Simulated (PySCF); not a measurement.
C₅H₁₁NOSi₂.
Cartesian coordinates in Å at the PBE0-D3(BJ)/def2-SVP level; atoms count from 1:
```xyz
20
C5H11NOSi2 angstrom
N     -0.0513    1.5822   -2.6855
C      0.5182    1.3135   -1.7126
C      1.1704    0.9441   -0.4665
C      1.0873   -0.5358   -0.0204
C      0.8688   -0.0577    1.4240
C      0.4933    1.3453    0.8810
Si    -1.3582    1.6879    0.7973
O     -2.0882    0.4721   -0.0599
Si    -2.9507    0.1153   -1.4394
H      2.2142    1.2942   -0.5030
H      1.9629   -1.1635   -0.2376
H      0.1872   -1.0143   -0.4293
H      1.8050   -0.0344    2.0024
H      0.1130   -0.5966    2.0149
H      0.9705    2.1999    1.3895
H     -1.8867    1.6907    2.1937
H     -1.6135    3.0098    0.1499
H     -2.1510   -0.8108   -2.2892
H     -4.2139   -0.5684   -1.0313
H     -3.2833    1.3624   -2.1860
```

Computed with PySCF at PBE0/pcSseg-1, non-relativistic, on one gas-phase PBE0-D3(BJ)/def2-SVP geometry that isn't relaxed in the solvent. The solvent is an IEF-PCM continuum (cavity from Bondi-type radii × 1.2). Only the electrostatic response of the medium enters.

```
run  E − E(gas) (kcal/mol)  HOMO (eV)  HOMO–LUMO gap (eV)  dipole (D)
gas                   0.00      -8.27                8.29        3.70
  P                  -5.88      -8.06                8.15        5.06
  Q                  -4.78      -8.09                8.18        4.79
```

Q: The runs were made in dimethylsulfoxide and tetrahydrofuran. Which run belongs to which solvent?

A: P = dimethylsulfoxide, Q = tetrahydrofuran. The dielectric constants are 7.426 (tetrahydrofuran), 46.83 (dimethylsulfoxide), and the energy falls further as ε rises. In this model the ground state sees the solvent through ε alone.

Q: How constant is the ratio of the lowering to (ε − 1)/(2ε + 1)?

A: 
| solvent | (ε − 1)/(2ε + 1) | E − E(gas) (kcal/mol) | ratio (kcal/mol) | polarisation term (kcal/mol) |
| --- | --- | --- | --- | --- |
| tetrahydrofuran | 0.405 | -4.78 | -11.8 | -5.71 |
| dimethylsulfoxide | 0.484 | -5.88 | -12.1 | -7.32 |

The ratio changes by +3.0 % in size from tetrahydrofuran to dimethylsulfoxide. The polarisation term is half the interaction of the solute with the induced surface charges.
